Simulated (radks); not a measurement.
All-electron atom: Bi LVII in [Ar] 3d9. Calculated with a radial shooting solver on a logarithmic mesh with Libxc functionals: Dirac Kohn-Sham, LB94 model potential, spin-unpolarised, spherical densities, finite nucleus; open shells fill j = l - 1/2 first; Fermi nuclear charge, rms radius 5.5211 fm. Some entries of the table are withheld. Estimate them.

orbital  occ.  eigenvalue (Ry)  <1/r> (bohr^-1)
1s1/2       2        -6921.853            103.3
2s1/2       2        -1445.379              (1)
2p1/2       2        -1401.362              (2)
2p3/2       4        -1228.455              (3)
3s1/2       2        -520.9572            9.635
3p1/2       2        -501.4964            9.568
3p3/2       4        -460.6857            8.169
3d3/2       4        -429.6662              (4)
3d5/2       5        -420.7719              (5)

Answer. 
(1) 2s1/2 <1/r> (bohr^-1): 25.69
(2) 2p1/2 <1/r> (bohr^-1): 25.68
(3) 2p3/2 <1/r> (bohr^-1): 20.34
(4) 3d3/2 <1/r> (bohr^-1): 8.065
(5) 3d5/2 <1/r> (bohr^-1): 7.755
